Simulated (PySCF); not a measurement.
Species: C₆H₁₁FN (doublet state).
Cartesian coordinates in Å at the GFN2-xTB level; atoms count from 1:
```xyz
19
C6H11FN angstrom
C      2.769    0.897    0.169
C      1.473    0.329   -0.278
C      0.991   -0.879    0.155
C     -0.194   -1.470   -0.228
F     -0.487   -2.674    0.341
C     -1.300   -0.929   -1.068
N     -2.327   -0.237   -0.289
C     -1.917    1.036    0.263
H      2.622    1.881    0.618
H      3.440    1.034   -0.682
H      3.255    0.250    0.896
H      0.909    0.915   -0.987
H      1.595   -1.451    0.850
H     -1.797   -1.756   -1.585
H     -0.912   -0.228   -1.809
H     -2.653   -0.850    0.453
H     -1.047    0.978    0.932
H     -1.675    1.708   -0.561
H     -2.755    1.456    0.817
```

The hyperfine couplings belong to this conformer and change with its torsions.

The species is `C/C=C/[C](F)CNC` [radical].

Computed, not measured: UKS B3LYP, pcH-1 on C F H N, non-relativistic, mean-field spin-orbit, GIAO in PySCF. One conformer (not necessarily the lowest) at the GFN2-xTB geometry, without solvent, vibrations or thermal averaging. Couplings are sensitive to structure, and on GFN2-xTB geometries they can be far from those on DFT ones. No stability test was run, so a lower SCF solution isn't excluded. ⟨S²⟩ is 0.775 where a pure state has 0.75.

Largest spin populations (Mulliken): C2 (+0.63), C4 (+0.58) and C3 (-0.25). The angles at C2 add up to 360.0°, so it is planar; its axial dipolar tensor and the negative coupling of its proton fit spin in a p orbital normal to that plane.

Q: McConnell's relation a(H) = Q·ρ ties the coupling of a proton on a planar π carbon to the spin population of that carbon. What Q do the computed values give?

A: 
```json
{"H": "H12", "C": "C2", "ρ(C)": "+0.629", "a(H) (G)": "-13.62", "a/ρ (G)": "-21.6"}
{"H": "H13", "C": "C3", "ρ(C)": "-0.249", "a(H) (G)": "+4.09", "a/ρ (G)": "-16.4"}
```

A least-squares line through the origin gives Q = -20.9 G with Mulliken populations. In every row coupling and population have opposite signs. Where ρ is negative the coupling is positive.

Q: How do the β-proton couplings of this frozen conformer go with θ, the angle between the C–H bond and the normal to the plane of the spin centre's three neighbours, both seen down the bond from centre to carbon?

A: 
| β H | on | centre | θ (°) | cos²θ | a (G) |
| --- | --- | --- | --- | --- | --- |
| H9 | C1 | C2 | 33 | 0.71 | +24.56 |
| H10 | C1 | C2 | 29 | 0.76 | +26.20 |
| H11 | C1 | C2 | 88 | 0.00 | +0.67 |
| H14 | C6 | C4 | 57 | 0.30 | +4.89 |
| H15 | C6 | C4 | 63 | 0.20 | +2.42 |

Fitting the Heller–McConnell form a = ρ(B0 + B2 cos²θ), with Mulliken ρ = 0.63 and 0.58, gives B0 = -3.8 G and B2 = 58.3 G, with a largest miss of 3.1 G.

Q: What would the freely rotating methyl group on C1 show?

A: Three equal couplings, a 1:3:3:1 quartet. The mean of the three values of this geometry estimates the splitting: 17.1 G, or 48.1 MHz (three bonds 120° apart have a mean cos²θ of 1/2 at any torsion).

Couplings in gauss use g_iso = 2.0031.
